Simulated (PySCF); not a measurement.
Compound: H9NSSi4.
SMILES with atom numbers: `[NH2:1][Si@@H:2]1[SiH2:3][Si@H:4]([SiH3:5])[S:6]1` (hydrogens: H7, H8 on N1; H9 on Si2; H10, H11 on Si3; H12 on Si4; H13, H14, H15 on Si5)

Geometry (GFN2-xTB, Å), atoms numbered from 1 in this order:
```xyz
15
H9NSSi4 angstrom
N      2.5709   -0.4518    0.7555
Si     1.9651   -0.1570   -0.8297
Si     0.4557    1.6114   -0.8631
Si    -1.2004   -0.0540   -1.0614
Si    -2.7816   -0.5494    0.5584
S      0.3613   -1.6117   -1.0955
H      3.3811    0.0483    1.0814
H      2.5935   -1.4042    1.0858
H      2.9144   -0.4275   -1.9132
H      0.6099    2.5572   -1.9770
H      0.3763    2.4565    0.3355
H     -1.7659   -0.1374   -2.4179
H     -2.7666   -1.9245    1.0545
H     -4.1266   -0.2794    0.0423
H     -2.5915    0.3314    1.7169
```

Computed at PBE0/pcSseg-1 (PySCF, non-relativistic), with Q(14N) = 0.02044 b, Q(33S) = −0.0678 b: N1, 14N (I = 1): χzz = -4.583 MHz, η = 0.264; S6, 33S (I = 3/2): χzz = 24.13 MHz, η = 0.849.

Task: Find the zero-field quadrupole resonance frequencies of 14N at N1.

Result: From ν± = (3/4)|χ|(1 ± η/3) and ν0 = |χ|η/2: ν+ 3.740 MHz, ν− 3.134 MHz, ν0 0.606 MHz (silicon-bound nitrogen).

Task: Where would the pure quadrupole (NQR) lines of 33S at S6 fall for the rigid, isolated species?

Result: From ν = (|χ|/2)√(1 + η²/3): ν = 13.44 MHz (sulfur bonded to 2 Si).

In a crystal, neighbours and librations shift these lines. GFN2-xTB frequencies show an imaginary mode (27i cm⁻¹), so this geometry is no minimum at that level. GFN2-xTB bond lengths can be off by several hundredths of an ångström, more for odd bonds, and the gradients follow them. A larger basis could move these couplings by a tenth or more.

These values come from a run that also computed NMR shieldings. On one thread of an Arm Neoverse N1, shared host with 64 logical CPUs at a one-minute load of 55, this took 56 s wall (grids of density and orbitals included) and 0.77 GiB of memory at its peak.

One conformer stands for the species.
